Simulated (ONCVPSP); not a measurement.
**Cu: one change to an ONCV potential, before and after**

copper, optimised norm-conserving Vanderbilt (ONCV), made with ONCVPSP 4.0.1 (PBE, fully relativistic). Core [Ne] 3s2, reference 3p6 3d9 4s2. Waves: 4s: rc 1.80 bohr, ncon 4, nbas 9, qcut 4.4 1/bohr, 2 projectors, debl 3.3 Ha; 3p: rc 0.90 bohr, ncon 3, nbas 8, qcut 13.2 1/bohr, 2 projectors, debl 2.9 Ha; 3d: rc 0.90 bohr, ncon 4, nbas 9, qcut 13.8 1/bohr, 1 projector. Local part: polynomial inside 0.85 bohr (lpopt 5, dvloc0 0 Ha). Core correction: none.

Open shells are filled in proportion to 2j + 1.

Change: local potential polynomial inside 0.90 bohr (lpopt 5, dvloc0 4 Ha).

Cutoffs: the cutoffs (Ha) at which the residual kinetic energy of the hardest occupied pseudo-wave falls to 1 and 0.1 mHa per electron; they do not see the model core or the augmentation charge, which bear on the density cutoff. Errors are all-electron minus pseudo energies relative to the spin-unpolarised reference configuration.

Task: What does the change do?

Result: The potential gets neither clearly harder nor softer (93 Ha and 326 Ha → 93 Ha and 326 Ha); both files keep a bound ghost (s); the errors of the 4 common tests hardly move.

```tsv
quantity	base	changed
cutoff, loose	93 Ha	93 Ha
cutoff, tight	326 Ha	326 Ha
bound ghosts	s	s
GHOST(+) flags under 300 eV	none	none
error for 3p6 3d10 4s1, meV [ΔE -1.97 eV]	-56	-59
error for 3p6 3d10 4s0, meV [ΔE 6.18 eV]	-124	-127
error for 3p6 3d9 4s0, meV [ΔE 27.51 eV]	-34	-35
error for 3p6 3d8 4s0, meV [ΔE 66.53 eV]	+107	+104
s: phases at 1.82 bohr within 0.05 rad from the reference energy up to (Ha; the scan ends near 5)	to the end of the scan	n/a
p3/2: phases at 0.91 bohr within 0.05 rad from the reference energy up to (Ha; the scan ends near 5)	to the end of the scan	to the end of the scan
p1/2: phases at 0.91 bohr within 0.05 rad from the reference energy up to (Ha; the scan ends near 5)	to the end of the scan	to the end of the scan
d5/2: phases at 0.91 bohr within 0.05 rad from the reference energy up to (Ha; the scan ends near 5)	to the end of the scan	4.9
d3/2: phases at 0.91 bohr within 0.05 rad from the reference energy up to (Ha; the scan ends near 5)	to the end of the scan	4.9
```

 A true bound ghost makes a file unfit for plane-wave use even where its test errors are small: the radial tests pick states by their node count and pass the ghost by.
